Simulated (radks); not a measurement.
The numbers below are computed, except where a source is named.
Pd33+, 13 electrons, occupied as [Ne] 3s2 3p1 (the NIST ground configuration). Level of theory: non-relativistic Kohn-Sham, LDA (Slater exchange, Perdew-Wang correlation), spin-unpolarised, spherical densities, point nucleus; relativity is left out, which matters for an element this heavy (a radial shooting solver on a logarithmic mesh with Libxc functionals).

Normalised radial functions P(r) = r R(r), r in bohr:

| r | 2s | 2p | 3s |
|---|---|---|---|
| 0.00169 | 0.3138 | 0.0069 | 0.1575 |
| 0.002097 | 0.3821 | 0.0105 | 0.1918 |
| 0.002624 | 0.4663 | 0.0163 | 0.2340 |
| 0.003256 | 0.5616 | 0.0247 | 0.2818 |
| 0.004074 | 0.6756 | 0.0379 | 0.3389 |
| 0.005056 | 0.7995 | 0.0571 | 0.4009 |
| 0.006275 | 0.9346 | 0.0855 | 0.4684 |
| 0.007851 | 1.0806 | 0.1291 | 0.5410 |
| 0.009744 | 1.2170 | 0.1905 | 0.6083 |
| 0.01219 | 1.3373 | 0.2821 | 0.6666 |
| 0.01513 | 1.4095 | 0.4066 | 0.6994 |
| 0.01893 | 1.4068 | 0.5842 | 0.6921 |
| 0.02349 | 1.2921 | 0.8124 | 0.6256 |
| 0.02916 | 1.0300 | 1.1029 | 0.4811 |
| 0.03648 | 0.5724 | 1.4680 | 0.2342 |
| 0.04527 | -0.0519 | 1.8640 | -0.0964 |
| 0.05664 | -0.8466 | 2.2779 | -0.5030 |
| 0.07029 | -1.6550 | 2.6141 | -0.8847 |
| 0.08794 | -2.3731 | 2.8086 | -1.1485 |
| 0.1091 | -2.7737 | 2.7677 | -1.1375 |
| 0.1355 | -2.7637 | 2.4656 | -0.7619 |
| 0.1695 | -2.3211 | 1.9186 | 0.0051 |
| 0.2103 | -1.6338 | 1.2895 | 0.9248 |
| 0.2631 | -0.9099 | 0.6995 | 1.7126 |
| 0.3266 | -0.4007 | 0.3056 | 1.9864 |
| 0.4086 | -0.1238 | 0.0952 | 1.6766 |
| 0.5071 | -0.0272 | 0.0214 | 1.0499 |
| 0.6293 | -0.0037 | 0.0031 | 0.4718 |
| 0.7873 | -0.0003 | 0.0002 | 0.1364 |
| 0.9771 | 0.0000 | 0.0000 | 0.0256 |

2s: eigenvalue -5106.9 eV, 1 radial node at r = 0.0446 bohr, <r> = 0.142 bohr, 90 % of the charge inside 0.217 bohr. 2p: eigenvalue -4893.6 eV, 0 radial nodes, <r> = 0.121 bohr, 90 % of the charge inside 0.195 bohr. 3s: eigenvalue -2025.3 eV, 2 radial nodes at r = 0.0427, 0.169 bohr, <r> = 0.341 bohr, 90 % of the charge inside 0.493 bohr.
